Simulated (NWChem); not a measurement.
System meant: BH$_{3}$S$_{3}$; SMILES SB(S)S

The following NWChem deck was run.

```
start job
memory heap 200 mb stack 900 mb global 1100 mb
geometry units angstroms noautosym nocenter noautoz
  B      0.005551     0.011139     0.000000
  S     -1.796222    -0.170312     0.000000
  H     -1.825162    -1.520618     0.000000
  S      0.602278     1.719634     0.000000
  H      1.924348     1.452197     0.000000
  S      1.025679    -1.483291     0.000000
  H      2.244066    -0.902341     0.000000
end
basis spherical
  B library def2-svp
  S library def2-svp
  H library def2-svp
end
dft
  xc m06-l
  iterations 150
end
property
  shielding
end
task dft property
```

End of the output:

```
 Vector   31  Occ=0.000000D+00  E= 1.170980D-02
              MO Center= -2.8D-01, -7.5D-01,  4.9D-12, r^2= 5.7D+00
   Bfn.  Coefficient  Atom+Function         Bfn.  Coefficient  Atom+Function
  ----- ------------  ---------------      ----- ------------  ---------------
    34      0.830445  3 H  s                 64      0.820981  6 S  s
    80     -0.790648  7 H  s                  8      0.614798  1 B  py
    26      0.505832  2 S  py                41     -0.438684  4 S  s
    72      0.354750  6 S  py                33      0.338601  3 H  s
    18     -0.311752  2 S  s                 25      0.310393  2 S  px

 center of mass
 --------------
 x =  -0.05082421 y =   0.02157731 z =   0.00000000

 moments of inertia (a.u.)
 ------------------
         610.938046971366           7.643026777621           0.000000000000
           7.643026777621         573.060199737895           0.000000000000
           0.000000000000           0.000000000000        1183.998246709261

     Multipole analysis of the density
     ---------------------------------

     L   x y z        total         alpha         beta         nuclear
     -   - - -        -----         -----         ----         -------
     0   0 0 0     -0.000000    -28.000000    -28.000000     56.000000

     1   1 0 0      0.716952      0.661997      0.661997     -0.607042
     1   0 1 0     -0.285358     -0.276310     -0.276310      0.267262
     1   0 0 1      0.000000      0.000000      0.000000      0.000000

     2   2 0 0    -29.878336   -169.082432   -169.082432    308.286527
     2   1 1 0      2.621199      0.115953      0.115953      2.389293
     2   1 0 1      0.000000      0.000000      0.000000      0.000000
     2   0 2 0    -35.084167   -175.055992   -175.055992    315.027817
     2   0 1 1      0.000000      0.000000      0.000000      0.000000
     2   0 0 2    -36.087326    -18.043663    -18.043663      0.000000

          -----------------------------------------
          Chemical Shielding Tensors (GIAO, in ppm)
          -----------------------------------------

 ------------------------------------------------------------------------
  xm06: d2 not coded                    0
 ------------------------------------------------------------------------
 ------------------------------------------------------------------------
  current input line :
    24: task dft property
 ------------------------------------------------------------------------
 ------------------------------------------------------------------------
 This error has not yet been assigned to a category
 ------------------------------------------------------------------------
 For more information see the NWChem manual at https://nwchemgit.github.io

0: xm06: d2 not coded:Received an Error in Communication
```

Problem. What is wrong, and how is it mended?

Solution. The program stopped with an error. Cause: this functional's second derivatives, which shieldings need, aren't coded here; the fix takes a hybrid GGA instead. This input runs:
```
start job
memory heap 200 mb stack 900 mb global 1100 mb
geometry units angstroms noautosym nocenter noautoz
  B      0.005551     0.011139     0.000000
  S     -1.796222    -0.170312     0.000000
  H     -1.825162    -1.520618     0.000000
  S      0.602278     1.719634     0.000000
  H      1.924348     1.452197     0.000000
  S      1.025679    -1.483291     0.000000
  H      2.244066    -0.902341     0.000000
end
basis spherical
  B library def2-svp
  S library def2-svp
  H library def2-svp
end
dft
  xc pbe0
  iterations 150
end
property
  shielding
end
task dft property
```
It converges to -1220.47539 Ha (PBE0/def2-SVP, GIAO).
